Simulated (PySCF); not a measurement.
From one molecule to another.

First species: C4H12GeSSi.
Numbering: `[SiH3:1][S:2][GeH:3]1[CH2:4][CH2:5][CH2:6][CH2:7]1` (hydrogens: H8, H9, H10 on Si1; H11 on Ge3; H12, H13 on C4; H14, H15 on C5; H16, H17 on C6; H18, H19 on C7)

Second species: C₅H₆N₂Si.
InChI=1S/C5H6N2Si/c1-2-5-6-3-4-7(5)8/h1,3-4H,8H3

Levels: B3LYP/def2-SVPD for HOMO energy, LUMO energy, HOMO–LUMO gap and static isotropic polarisability; TDDFT B3LYP/def2-SVPD for lowest singlet excitation; TDA B3LYP/def2-SVPD for lowest triplet excitation (Tamm–Dancoff); ΔSCF B3LYP/def2-SVPD for vertical ionisation energy. Geometries: PBE0-D3(BJ)/def2-SVP. All species are isolated and taken at one optimised geometry, non-relativistic unless stated. Electronic properties by PySCF.

```
                                property  column X  column Y
                             HOMO energy  -6.40 eV  -6.81 eV
                             LUMO energy  -1.07 eV  -0.25 eV
                           HOMO–LUMO gap   5.33 eV   6.56 eV
               lowest singlet excitation   5.01 eV   5.55 eV
lowest triplet excitation (Tamm–Dancoff)   3.49 eV   5.17 eV
         static isotropic polarisability   99.5 au  127.0 au
              vertical ionisation energy   8.41 eV   8.78 eV
```

Q: Which column belongs to which species?

A: Column X is the second species and column Y the first. The first has 19 atoms and 98 electrons, the second 14 and 64.

Q: How does each property change from the first species to the second?

A: HOMO energy +0.41 eV; LUMO energy -0.82 eV; HOMO–LUMO gap -1.23 eV; lowest singlet excitation -0.54 eV; lowest triplet excitation (Tamm–Dancoff) -1.68 eV; static isotropic polarisability -27.5 au; vertical ionisation energy -0.37 eV.

On the first: The ΔSCF ionisation energy exceeds −ε(HOMO) by 1.97 eV with B3LYP. The principal polarisabilities are 108.2, 116.5 and 156.3 au; their mean is the isotropic value. Relativistic effects, spin–orbit coupling among them, are left out although an element past zinc is present.

On the second: S1 lies 0.32 eV below the HOMO–LUMO gap; its leading configuration is HOMO→LUMO, weight 0.93. The ΔSCF ionisation energy exceeds −ε(HOMO) by 2.01 eV with B3LYP.

One conformer stands for the species.
